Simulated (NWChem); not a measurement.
Polarisability of H₃B

```xyz
4

B      0.0000     0.0000     0.0000
H      0.0000     0.0000     1.2044
H     -1.0430     0.0000    -0.6022
H      1.0430     0.0000    -0.6022
```
Charge 0, spin multiplicity 1.

Everything below was run with NWChem. The geometry was optimised at B3LYP/def2-SVP, a minimum by its harmonic frequencies.

Basis set: 6-31G*. Static limit. This basis has no diffuse functions, which lowers polarisabilities.

The correlated methods keep 1 core orbital frozen. B3LYP has NWChem's definition, with VWN1-RPA local correlation. The Pople sets run with spherical d functions. The structure started from a generated list of species. Coupled-cluster values serve here as a point of comparison, not as the truth.

Question: Order these methods by the isotropic polarisability they give, lowest first: HF, PBE, B3LYP, PBE0, CCSD linear response.

Answer: HF (13.02 bohr³), CCSD linear response (13.12 bohr³), B3LYP (13.31 bohr³), PBE0 (13.48 bohr³), PBE (13.62 bohr³)
